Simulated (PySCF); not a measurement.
## Basis and Hamiltonian dependence of the excitation energy of Ru

Ru [Kr] 4d7 5s1 (5F) → Ru [Kr] 4d6 5s1 6s1 (7D). Calculated with PySCF 2.14 from differences of total energies of unrestricted determinants, without spin-orbit coupling. Values in eV.

| basis | Hamiltonian | functions | UHF | PBE | PBE0 | MP2 (valence) | CCSD(T) (valence) | CCSD(T) (valence and next inner shell) |
| --- | --- | --- | --- | --- | --- | --- | --- | --- |
| aug-cc-pVDZ-PP with ECP28MDF | ECP | 54 | 4.403 | 6.102 | 5.901 | 5.672 | 5.664 | n/a |
| def2-TZVPPD with the def2 core potential (28 electrons) | ECP | 56 | 6.087 | 7.240 | 7.147 | 7.197 | 7.131 | 6.999 |
| ANO-RCC-VTZP | spin-free X2C | 68 | 4.970 | 6.525 | 6.348 | 6.301 | 6.284 | 6.227 |
| aug-cc-pwCVDZ-PP with ECP28MDF | ECP | 70 | 4.326 | 6.020 | 5.813 | 5.642 | 5.610 | 5.485 |
| aug-cc-pVTZ-PP with ECP28MDF | ECP | 88 | 4.321 | 6.020 | 5.810 | 5.769 | 5.746 | n/a |
| def2-QZVPPD with the def2 core potential (28 electrons) | ECP | 88 | 4.977 | 6.430 | 6.267 | 6.341 | 6.301 | n/a |
| x2c-TZVPPall with one added diffuse shell each of s, p, d, f type | spin-free X2C | 95 | 4.388 | 6.141 | 5.918 | 5.813 | 5.779 | n/a |
| aug-cc-pVTZ-DK | spin-free X2C | 102 | 4.340 | 6.114 | 5.887 | 5.801 | 5.767 | n/a |
| aug-cc-pwCVTZ-PP with ECP28MDF | ECP | 122 | 4.307 | 5.993 | 5.788 | 5.792 | n/a | n/a |

Frozen in the all-electron rows: valence: [Kr]; valence and next inner shell: [Ar] 3d10; with a core potential, the same shells as far as they lie outside it.

At UHF, def2-TZVPPD with the def2 core potential (28 electrons), ANO-RCC-VTZP, def2-QZVPPD with the def2 core potential (28 electrons) lie more than 0.3 eV from the median of the rows with comparable relativity. Of these, def2-TZVPPD with the def2 core potential (28 electrons), ANO-RCC-VTZP, def2-QZVPPD with the def2 core potential (28 electrons) have no diffuse functions of the l that the added or promoted electron needs.
